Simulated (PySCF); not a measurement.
Work out the structure from these simulated measurements.

Formula: C3F4N2S.

| Quantity | Value |
| --- | --- |
| Polarisability | 66.4 au [CAM-B3LYP/def2-SVPD] |
| Dipole | 1.78 D [CAM-B3LYP/def2-SVPD] |
| UV, first state | lowest singlet excitation: 4.04 eV (307 nm, f = 0.002) [TDDFT CAM-B3LYP/def2-SVPD] |
| Rotational structure | rotational constants A, B, C: 1.811, 1.050, 0.752 GHz [GFN2-xTB] |
| Triplet | lowest triplet excitation (Tamm–Dancoff): 3.29 eV [TDA CAM-B3LYP/def2-SVPD] |
| 13C NMR | chemical shifts (computed TMS as zero) by class: 172.4 (1 C), 136.6 (1 C), 130.2 (1 C) ppm [GIAO PBE0/pcSseg-1] |
| NMR, other nuclei | isotropic shieldings of nuclei other than C and H, by class: -184 (1 N), -183 (1 N), 238 (3 F), 293 (1 F), -35 (1 S) ppm [GIAO PBE0/pcSseg-1] |

Gas-phase values; electronic properties from PySCF, density fitting. Levels stand in brackets. Isolated species at its GFN2-xTB geometry, gas phase. Each NMR value is the plain mean over a class of atoms that symmetry, rotation or inversion makes alike.

Question: Propose a structure and show how it fits.

Answer: Numbering: `[F:1][c:2]1[n:3][n:4][s:5][c:6]1[C:7]([F:8])([F:9])[F:10]`. Its formula, C3F4N2S, gives 3 degrees of unsaturation: 1 ring and 2 π bonds in the structure found (Kekulé form). 3 carbons fall into 3 classes; from least to most shielded: aromatic C–F carbon [C2] (172.4 ppm), substituted aromatic carbon [C6] (136.6 ppm), CF3 carbon [C7] (130.2 ppm). The other shieldings belong to: -184 ppm, pyridine-type nitrogen [N3]; -183 ppm, pyridine-type nitrogen [N4]; 238 ppm, fluorine of a CF3 group [F8/F9/F10]; 293 ppm, aryl fluorine [F1]; -35 ppm, ring sulfur [S5]. S1 is mainly HOMO→LUMO (weight 0.98); the largest Löwdin shares of the orbital it empties are 0.39 on a pyridine-type nitrogen, 0.35 on a pyridine-type nitrogen, 0.12 on the ring sulfur and 0.08 on the aromatic C–F carbon, of the orbital it fills 0.26 on the ring sulfur, 0.26 on a pyridine-type nitrogen, 0.19 on the substituted aromatic carbon and 0.14 on a pyridine-type nitrogen. The optimised geometry has point group Cs and is an asymmetric top. Structure: `FC1=C(C(F)(F)F)SN=N1`. The assignments are read from this structure; whether some other isomer fits the data as well wasn't checked.

Shape of the structure used: `[F:1][c:2]1[n:3][n:4][s:5][c:6]1[C:7]([F:8])([F:9])[F:10]`: S5–C6–C7–F8 -119°.
